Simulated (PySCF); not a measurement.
PySCF job for Sn(Cl)3(SeH) (Cl₃HSeSn), SMILES [Cl][Sn]([Cl])([Cl])[SeH], B3LYP-D3(BJ)/def2-SVP. The structure is a stationary point at B3LYP-D3(BJ)/def2-SVP. The structure was generated by enumeration; whether it is a known compound was not checked. The def2 effective core potentials stand for the cores of Sn; spin–orbit coupling is left out. Other conformers were not sampled.

```python
import numpy as np
from pyscf import gto, scf, dft, df
from pyscf.hessian import thermo

mol = gto.M(
    atom='''
    Cl   -1.49581001    0.62923741    1.90726054
    Sn   -0.31682407    0.08648666   -0.04987931
    Cl   -0.24620568    2.00531321   -1.40581020
    Cl   -1.58463264   -1.55718347   -1.14626810
    Se    2.05451924   -0.68153477    0.40410632
    H     2.54057129    0.53260818   -0.28374683
    ''',
    basis='def2-SVP',
    ecp={'Sn': 'def2-svp'},
    charge=0,
    spin=0,
    max_memory=1600,
    verbose=3,
)
mf = dft.RKS(mol, xc='b3lyp').density_fit(auxbasis='def2-universal-jkfit')
mf.disp = 'd3bj'
mf.grids.level = 3
mf.conv_tol = 1e-11
mf.max_cycle = 100
mf.kernel()

# [left out here: the lines that compute and print the analytic Hessian (its translational invariance restored by hand, since the grid's response is missing), thermochemistry and intensities]
```

It prints:

```
converged SCF energy = -3996.64895915169

WARN: DFTD3 does not support analytical Hessian, using finite difference


WARN: Mole.unit (angstrom) is changed to Bohr

Mode                                 0                   1                   2
Irrep
Freq [cm^-1]                      -17.0033             77.8218             92.6152
Reduced mass [au]                   1.6412             32.3901              3.2148
Force const [Dyne/A]               -0.0003              0.1156              0.0162
Char temp [K]                     -24.4640            111.9683            133.2526
Normal mode                   x     y     z       x     y     z       x     y     z
       0  Cl                 0.03 -0.04  0.02   -0.07  0.01 -0.02    0.06 -0.01  0.01
       1  Sn                -0.00 -0.01 -0.00   -0.01 -0.02  0.02   -0.00 -0.03 -0.02
       2  Cl                 0.01 -0.02 -0.03    0.10 -0.02  0.02    0.02 -0.01  0.00
       3  Cl                -0.04  0.04 -0.02   -0.03  0.00  0.02   -0.08  0.03 -0.01
       4  Se                 0.00  0.03  0.03    0.02  0.03 -0.04    0.01  0.03  0.03
       5   H                -0.01 -0.37 -0.68   -0.05  0.05 -0.06   -0.02  0.29  0.46
Mode                                 3                   4                   5
Irrep
Freq [cm^-1]                      111.5298            114.9766            118.0793
Reduced mass [au]                  39.0199              9.5237             38.0191
Force const [Dyne/A]                0.2860              0.0742              0.3123
Char temp [K]                     160.4666            165.4257            169.8898
Normal mode                   x     y     z       x     y     z       x     y     z
       0  Cl                -0.01 -0.09 -0.01   -0.02 -0.06  0.04    0.06  0.01  0.06
       1  Sn                 0.01  0.03 -0.03    0.00  0.02  0.03   -0.03  0.00  0.00
       2  Cl                 0.04  0.04 -0.01    0.01 -0.06 -0.09    0.07 -0.00 -0.00
       3  Cl                -0.02 -0.04  0.09    0.01  0.05 -0.02    0.06 -0.05 -0.03
       4  Se                -0.02 -0.00  0.01   -0.00 -0.01 -0.01   -0.04  0.02 -0.01
       5   H                 0.03 -0.02  0.00    0.01  0.14  0.25   -0.05  0.02 -0.02
Mode                                 6                   7                   8
Irrep
Freq [cm^-1]                      239.4193            360.7520            382.9948
Reduced mass [au]                  51.3534             39.5898             42.8522
Force const [Dyne/A]                1.7344              3.0356              3.7035
Char temp [K]                     344.4710            519.0419            551.0443
Normal mode                   x     y     z       x     y     z       x     y     z
       0  Cl                -0.01  0.01  0.03   -0.04  0.02  0.07    0.06 -0.03 -0.10
       1  Sn                -0.05  0.02 -0.01    0.03 -0.01  0.01   -0.01  0.01  0.05
       2  Cl                 0.01  0.03 -0.02    0.00  0.08 -0.06    0.00  0.03 -0.03
       3  Cl                -0.01 -0.03 -0.02   -0.05 -0.06 -0.04   -0.04 -0.05 -0.03
       4  Se                 0.08 -0.03  0.01   -0.01  0.00 -0.00    0.00 -0.00  0.00
       5   H                 0.07 -0.02  0.02   -0.02  0.01 -0.00   -0.01  0.01  0.02
Mode                                 9                  10                  11
Irrep
Freq [cm^-1]                      384.3387            641.4268           2407.1603
Reduced mass [au]                  40.7780              1.0345              1.0205
Force const [Dyne/A]                3.5490              0.2508              3.4840
Char temp [K]                     552.9778            922.8703           3463.3677
Normal mode                   x     y     z       x     y     z       x     y     z
       0  Cl                 0.01 -0.00 -0.02   -0.00  0.00 -0.00   -0.00  0.00  0.00
       1  Sn                -0.02 -0.04  0.01   -0.00 -0.01  0.00    0.00  0.00 -0.00
       2  Cl                 0.00  0.08 -0.06    0.00  0.00 -0.00   -0.00  0.00 -0.00
       3  Cl                 0.05  0.07  0.05   -0.00  0.00 -0.00   -0.00 -0.00 -0.00
       4  Se                 0.00 -0.00  0.00   -0.01  0.01 -0.01    0.00  0.01 -0.01
       5   H                -0.04  0.01 -0.01    0.93 -0.28  0.16   -0.33 -0.81  0.46
temperature 298.1500 [K]
pressure 101325.00 [Pa]
Rotational constants [GHz] 0.99008 0.63126 0.62297
Symmetry number 1
Zero-point energy (ZPE) 0.01123 [Eh]   29494.616 [J/mol]
                           tot       elec      trans        rot        vib
Entropy [J/mol/K]       404.167      0.000    180.089    130.084     93.994
Cv [J/mol/K]             96.158      0.000     12.472     12.472     71.215
Cp [J/mol/K]            104.473      0.000     20.786     12.472     71.215
Internal energy [J/mol]                      3718.434   3718.434  43376.762
Internal energy [Eh]   -3996.62961  -3996.64896
Enthalpy [J/mol]                             6197.391   3718.434  43376.762
Enthalpy [Eh]          -3996.62866
Gibbs free energy [J/mol]                  -47496.255 -35065.966  15352.365
Gibbs free energy [Eh] -3996.67456
static polarisability / bohr^3: [[99.05  -2.846  1.426]
 [-2.851 81.527 -1.998]
 [ 1.433 -2.001 78.737]]
largest difference of analytic and finite-field dipole derivatives / e: 0.0008016056719524212
mode   freq/cm-1   IR/(km/mol)   Raman/(A^4/amu)   depolarisation
   1      -17.00         3.764             4.149            0.750
   2       77.82         1.055             3.061            0.750
   3       92.62         0.280             5.385            0.750
   4      111.53         5.607             3.289            0.748
   5      114.98         7.862             1.443            0.750
   6      118.08        11.797             4.885            0.688
   7      239.42         9.459            19.488            0.078
   8      360.75        35.440            19.763            0.021
   9      382.99        56.002             8.047            0.746
  10      384.34        55.011             7.614            0.724
  11      641.43         0.433             3.967            0.676
  12     2407.16         3.554           114.997            0.297
max |gradient| / (hartree/bohr): 8.939542475162979e-05
APT charges: [-0.5399  1.8393 -0.5322 -0.5359 -0.2482  0.0166]
```

The run converged. The end point has an imaginary mode, so it is no minimum.
